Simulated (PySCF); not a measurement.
# Highest orbital energy against ionisation energy along group 15

Calculated with PySCF 2.14, no spin-orbit coupling. Each cell gives −ε(HOMO) / ΔSCF in eV; NIST values include spin-orbit coupling, (s) semi-empirical, (t) theoretical.

```csv
species,UHF,LDA,PBE,PBE0,r2SCAN,NIST (lowest levels)
"N+ (aug-cc-pVQZ-DK, spin-free X2C)",30.372 / 29.199,22.000 / 30.052,22.016 / 29.894,24.236 / 29.904,22.793 / 30.128,29.601 (s)
"P+ (aug-cc-pVQZ-DK, spin-free X2C)",19.718 / 19.157,14.906 / 19.812,14.973 / 19.773,16.321 / 19.811,15.404 / 19.935,19.769 (s)
"As+ (aug-cc-pVQZ-DK, spin-free X2C)",18.444 / 17.979,14.039 / 18.652,14.011 / 18.495,15.289 / 18.552,14.445 / 18.718,18.589
"Sb+ (aug-cc-pVQZ-DK3, spin-free X2C)",16.397 / 16.003,12.636 / 16.665,12.561 / 16.467,13.690 / 16.533,12.937 / 16.645,16.626 ± 0.025
```

Problem. How far is −ε(HOMO) from ΔSCF on average for each method, and why?

Solution. UHF 0.65 eV; LDA -5.40 eV; PBE -5.27 eV; PBE0 -3.82 eV; r2SCAN -4.96 eV. Hartree-Fock orbital energies lack relaxation and so exceed the ΔSCF value; semilocal functionals have convex E(N) from self-interaction, so their HOMO lies far too high; exact exchange moves hybrids part of the way back.
